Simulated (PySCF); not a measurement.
**How the method moves the HOMO and LUMO of `CSBOC(F)F`**

Species: C2H5BF2OS.
Atom-mapped SMILES: `[CH3:1][S:2][BH:3][O:4][CH:5]([F:6])[F:7]` (hydrogens: H8, H9, H10 on C1; H11 on B3; H12 on C5)

Cartesian coordinates in Å at the PBE0-D3(BJ)/def2-SVP level; atoms count from 1:
```xyz
12
C2H5BF2OS angstrom
C      2.2490   -0.0194    0.4728
S      1.2594    1.3333    1.1770
B     -0.3953    0.9054    0.6862
O     -0.6238   -0.2212   -0.0541
C     -1.8683   -0.5675   -0.4902
F     -2.0533   -1.8676   -0.2498
F     -1.9353   -0.3833   -1.8142
H      2.0564   -0.9569    1.0105
H      2.0174   -0.1559   -0.5909
H      3.3043    0.2572    0.5893
H     -1.3025    1.6287    1.0216
H     -2.6670    0.0180   -0.0014
```

Basis pcSseg-1 throughout (PySCF), one geometry. Geometry: PBE0-D3(BJ)/def2-SVP, one conformer, isolated molecule.

Task: How do the orbital energies, the gap and the dipole change with the method?

Result: 
```json
{"method": "B97-D", "kind": "GGA", "HOMO (eV)": "-6.44", "LUMO (eV)": "-1.25", "gap (eV)": "5.19", "μ (D)": "0.58", "SCF cycles": "14"}
{"method": "KT2", "kind": "GGA", "HOMO (eV)": "-6.56", "LUMO (eV)": "-1.41", "gap (eV)": "5.15", "μ (D)": "0.61", "SCF cycles": "14"}
{"method": "LDA", "kind": "LDA", "HOMO (eV)": "-6.62", "LUMO (eV)": "-1.67", "gap (eV)": "4.95", "μ (D)": "0.64", "SCF cycles": "14"}
{"method": "PBE0", "kind": "global hybrid", "HOMO (eV)": "-7.68", "LUMO (eV)": "-0.51", "gap (eV)": "7.17", "μ (D)": "0.58", "SCF cycles": "13"}
{"method": "mPW1PW91", "kind": "global hybrid", "HOMO (eV)": "-7.70", "LUMO (eV)": "-0.51", "gap (eV)": "7.19", "μ (D)": "0.59", "SCF cycles": "13"}
{"method": "BHandHLYP", "kind": "global hybrid", "HOMO (eV)": "-8.70", "LUMO (eV)": "0.52", "gap (eV)": "9.22", "μ (D)": "0.70", "SCF cycles": "13"}
{"method": "LC-wPBE", "kind": "range-separated hybrid", "HOMO (eV)": "-10.33", "LUMO (eV)": "1.74", "gap (eV)": "12.07", "μ (D)": "0.49", "SCF cycles": "14"}
{"method": "HF", "kind": "Hartree–Fock", "HOMO (eV)": "-10.35", "LUMO (eV)": "3.00", "gap (eV)": "13.35", "μ (D)": "0.78", "SCF cycles": "11"}
```

The HOMO spans 3.91 eV, from B97-D down to HF, and the gap runs from 4.95 eV (LDA) to 13.35 eV (HF). Over the methods B97-D (0 %), KT2 (0 %), LDA (0 %), PBE0 (25 %), mPW1PW91 (25 %), BHandHLYP (50 %), HF (100 %), a straight line through the gap against the share of exact exchange rises by 0.83 eV for each 10 % (correlation coefficient 1.000). The dipole ranges from 0.49 D (LC-wPBE) to 0.78 D (HF). This basis has no diffuse functions.

The vertical ΔSCF ionisation energy at CAM-B3LYP/def2-SVPD is 9.90 eV; −ε(HOMO) comes closest to it with LC-wPBE (10.33 eV) and HF (10.35 eV).
